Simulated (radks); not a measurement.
Effect of the nuclear size on neutral iodine, [Kr] 4d10 5s2 5p5. Method: Dirac Kohn-Sham, PBE, spin-unpolarised, spherical densities, finite nucleus; open shells fill j = l - 1/2 first; Fermi nuclear charge, rms radius 4.75 fm; computed with a radial shooting solver on a logarithmic mesh with Libxc functionals. The rms radius is varied about that value; shifts are against it.

rms radius (fm)  total energy shift (eV)  density at nucleus (e/bohr^3)  1s1/2 shift (meV)  2s1/2 shift (meV)  4s1/2 shift (meV)  4p1/2 shift (meV)  5s1/2 shift (meV)  5p1/2 shift (meV)  5p3/2 shift (meV)
4.2417                             -1.20                      2.539e+05               -501              -58.8              -2.39              0.176             -0.298              0.030              0.032
4.3368                            -0.982                       2.53e+05               -411              -48.2              -1.96              0.144             -0.244              0.024              0.026
4.75                                   0                       2.49e+05              0.000              0.000              0.000              0.000              0.000              0.000              0.000
4.9162                             0.416                      2.476e+05                174               20.4              0.830             -0.061              0.103             -0.010             -0.011
5.8853                              3.08                        2.4e+05               1290                151               6.14             -0.451              0.764             -0.076             -0.083

Slopes of the eigenvalues against <r^2> in GHz/fm^2, as finite differences over the two radii next to the reference (eigenvalue slopes, not the field-shift constants of lines): 1s1/2 26400, 2s1/2 3090, 4s1/2 126, 4p1/2 -9.25, 5s1/2 15.7, 5p1/2 -1.56, 5p3/2 -1.70.
